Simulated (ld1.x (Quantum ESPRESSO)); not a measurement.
**What the settings do to the RRKJ potential of scandium (Sc)**

Base potential:

```json
{
 "Element": "scandium",
 "Generator": "ld1.x (Quantum ESPRESSO) 7.5",
 "Type": "norm-conserving RRKJ (Kleinman–Bylander form)",
 "Functional": "PBEsol",
 "Relativity": "scalar-relativistic",
 "Frozen core": "[Ne]",
 "Valence charge": "11",
 "Reference configuration": "3s2 3p6 3d1 4s2 4p0",
 "Partial waves": "3s (bound): rc 1.35 bohr; 3p (bound): rc 1.85 bohr; 3d (bound): rc 1.35 bohr",
 "Local potential": "all-electron potential smoothed inside 1.15 bohr (lloc = -2)",
 "Core correction": "a·sin(br)/r model core inside 1.15 bohr",
 "rho0": "0.02"
}
```

Occupied shells without a wave of their own: 4s. They enter only through the test configuration that unscreens the potential, and ld1.x also counts them in the model core charge.

All-electron outer shells of the reference configuration (PBEsol, scalar-relativistic, ld1.x):

| shell | level (eV) | outermost node (bohr) | outermost maximum (bohr) |
| --- | --- | --- | --- |
| 2s | -473.67 | 0.10 | 0.28 |
| 2p | -387.95 | – | 0.23 |
| 3s | -54.88 | 0.42 | 0.92 |
| 3p | -33.55 | 0.39 | 0.97 |
| 4s | -4.19 | 1.33 | 3.10 |
| 3d | -3.25 | – | 1.10 |
| 4p | -1.45 | 1.49 | 4.03 |

Cutoffs, loose and tight: the cutoffs (Ry, on a coarse ladder) from which the occupation-weighted sum of valence levels, in a spherical-Bessel basis at the reference potential, stays within 10 and 1 mRy of its value at 400 Ry. They do not see the model core or the augmentation charge, which bear on the density cutoff. Test errors are all-electron minus pseudo excitation energies from the reference, over the configurations 3s2 3p6 3d1 4s1 4p0; 3s2 3p6 3d1 4s0 4p0; 3s2 3p6 3d0 4s0 4p0; 3s2 3p6 3d2 4s1 4p0; 3s2 3p5 3d1 4s2 4p0; 3s2 3p6 3d1 4s0 4p2; 3s2 3p6 3d1 4s1.5 4p0. A dash means not determined; rows that change the core or the reference have their own tests. The largest error is taken over the tests solved by every variant that gives reliable tests at all: 3s2 3p5 3d1 4s2 4p0; 3s2 3p6 3d0 4s0 4p0; 3s2 3p6 3d1 4s0 4p0; 3s2 3p6 3d1 4s0 4p2; 3s2 3p6 3d1 4s1 4p0; 3s2 3p6 3d1 4s1.5 4p0.

With those shells counted twice in exchange and correlation these files are broken, and their errors move erratically; no question is asked of them.

| change | outcome | cutoff, loose | cutoff, tight | bound ghosts | largest test error (meV) |
| --- | --- | --- | --- | --- | --- |
| base | generated | 70 Ry | 90 Ry | none | -1191 |
| wave 3s (bound): rc 1.35 bohr becomes 3s (bound): rc 0.90 bohr | generated | 110 Ry | 180 Ry | none | -1178 |
| wave 3s (bound): rc 1.35 bohr becomes 3s (bound): rc 1.00 bohr | generated | 140 Ry | 180 Ry | none | -1164 |
| wave 3s (bound): rc 1.35 bohr becomes 3s (bound): rc 1.18 bohr | generated | 90 Ry | 140 Ry | none | -1169 |
| wave 3s (bound): rc 1.35 bohr becomes 3s (bound): rc 1.30 bohr | generated | 70 Ry | 100 Ry | none | -1185 |
| wave 3s (bound): rc 1.35 bohr becomes 3s (bound): rc 1.44 bohr | generated | 70 Ry | 90 Ry | none | -1187 |
| wave 3s (bound): rc 1.35 bohr becomes 3s (bound): rc 1.62 bohr | generated | 70 Ry | 90 Ry | none | -1078 |
| wave 3s (bound): rc 1.35 bohr becomes 3s (bound): rc 1.74 bohr | generated | 70 Ry | 90 Ry | none | -880 |
| wave 3s (bound): rc 1.35 bohr becomes 3s (bound): rc 1.90 bohr | generated | 70 Ry | 90 Ry | none | -520 |
| wave 3s (bound): rc 1.35 bohr becomes 3s (bound): rc 2.02 bohr | generated, misses its reference levels by 0.20 eV | 70 Ry | 90 Ry | none | +368 |

Reading the sweep of the s radius (base included, trends over the rows without a ghost): The loose cutoff falls from 110 Ry at 0.9 to 70 Ry at 2.02 bohr, with one reversal. A larger radius leaves more room for a smooth pseudo-wave, so fewer plane waves are needed; a smaller one forces it to follow the all-electron wave where it bends sharply. The median size of the test errors (rows with all tests solved) is not monotonic: lowest 71.8 meV at 1.74 bohr, highest 142.5 meV at 1.35 bohr.
